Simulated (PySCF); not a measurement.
**Magnetisability: `[SiH3][As]([SiH3])[SiH3]`, AsH9Si3**

Geometry:
```
atom   x (Å)   y (Å)   z (Å)
 Si1  -0.728   1.800  -0.530
 As2   0.272  -0.223  -1.240
 Si3   1.960  -0.171   0.414
 Si4  -1.170  -1.597   0.036
  H5   0.160   2.930  -0.937
  H6  -0.938   1.856   0.950
  H7  -2.048   1.939  -1.215
  H8   2.952   0.884   0.044
  H9   2.642  -1.500   0.436
 H10   1.425   0.124   1.780
 H11  -0.616  -2.984   0.038
 H12  -2.514  -1.605  -0.617
 H13  -1.318  -1.129   1.449
```

Computed with GIAO B3LYP/6-31G magnetisability, rotational g tensor and spin-rotation constants, non-relativistic, gas phase (PySCF). Geometry: PBE0-D3(BJ)/def2-SVP.

The calculation is non-relativistic, which matters for the atoms heavier than Zn.

What are the magnetisability and the molar susceptibility?

Isotropic -1708 × 10⁻³⁰ J/T², or -102.8 × 10⁻⁶ cm³/mol; principal values -1718, -1702, -1702 × 10⁻³⁰ J/T², anisotropy 16 × 10⁻³⁰ J/T² (root of half the summed squared differences of the principal values). The susceptibility is in cgs units.

Split it along the inertial axes a, b, c into diamagnetic and paramagnetic parts about the centre of mass, with the quadrupole moment.


| axis | χ (10⁻⁶ cm³/mol) | diamagnetic (10⁻⁶ cm³/mol) | paramagnetic (10⁻⁶ cm³/mol) | summed x² of all electrons (Å²) | quadrupole Θ (D Å) |
| --- | --- | --- | --- | --- | --- |
| a | -102.5 | -787.4 | 684.9 | 130.4 | +1.52 |
| b | -102.5 | -790.8 | 688.3 | 129.6 | +1.49 |
| c | -103.5 | -1102.8 | 999.3 | 56.0 | -3.01 |

Anisotropies 2χaa − χbb − χcc = +0.9 and 2χbb − χaa − χcc = +1.0 × 10⁻⁶ cm³/mol. Θ is traceless in Buckingham's convention.

And the rotational g tensor?


```
axis  rotational constant (GHz)        g  nuclear part  electronic part
   a                     1.8329  -0.0129        0.5768          -0.5898
   b                     1.8235  -0.0129        0.5768          -0.5897
   c                     1.2596  -0.0067        0.5846          -0.5913
```
Asymmetric top; isotopes 75As, 1H, 28Si; no vibrational averaging.
